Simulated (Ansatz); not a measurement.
## Two structures, one formula

The two ends of one reaction step of GaNH$_{4}$, closed shell (PBE0-D4/def2-TZVP).

A:

```xyz
6
angstrom
Ga -0.9147 -0.5656 -0.1094
H 2.0101 -0.2613 0.9556
N -0.6252 0.9872 -0.7282
H 1.7120 0.3037 0.5636
H -0.8356 -1.9327 0.5731
H -1.3466 1.4687 -1.2548
```

B:

Ga1  (0.112, -0.751, 0.403)
H2  (1.497, -0.981, 1.086)
N3  (-0.125, 0.832, -0.447)
H4  (0.575, 1.552, -0.500)
H5  (-1.089, -1.749, 0.381)
H6  (-0.971, 1.096, -0.923)
(Å)

Ansatz 0.2.0; basis: def2-TZVPP; cores frozen in the correlated methods. Filled d shells of the heavier atoms are correlated. The def2 sets are not built for correlating such inner shells, so the correlated values are less sure here. B3LYP uses VWN-RPA correlation.

Q: Which structure is lower at CCSD(T), and by how much? (An estimate is asked for; the value comes from the calculation.)

A: The calculation gives: B, by 245.4 kJ/mol (electronic energy, against the other). By their contacts, A is a complex of GaNH₂ ([NH][GaH]) + H₂ and B is GaNH₄ ([NH2][GaH2]).

All methods give the same order:

| method | E(B) − E(A) (kJ/mol) |
| --- | --- |
| SPW92 | -255.3 |
| PBE-D4 | -227.7 |
| BLYP-D4 | -214.0 |
| r2SCAN-D4 | -246.3 |
| B97M-V | -255.2 |
| PBE0-D4 | -259.9 |
| B3LYP-D4 | -243.1 |
| r2SCAN0-D4 | -269.6 |
| BHLYP-D4 | -278.4 |
| CAM-B3LYP-D4 | -264.7 |
| wB97X-V | -269.0 |
| wB97M-V | -261.8 |
| B2PLYP | -238.0 |
| PBE-QIDH | -265.4 |
| RPA on PBE | -232.2 |
| HF | -309.2 |
| MP2 | -234.5 |
| CCSD | -261.3 |
| CCSD(T) | -245.4 |

The T1 diagnostic stays at or below 0.023.

Labels in which every atom is bracketed show which atoms are joined, not bond orders.

For scale, one of the runs: CCSD(T)/def2-TZVPP, 135 basis functions, launched by `ansatz run in.yaml --threads 2 --pin off --events-out ev --progress --plain --max-ram 4352MiB`. The run took 7 s on 2 CPU threads of an Intel Xeon 6975P-C (shared host), with 0.76 GiB of host memory at its peak.
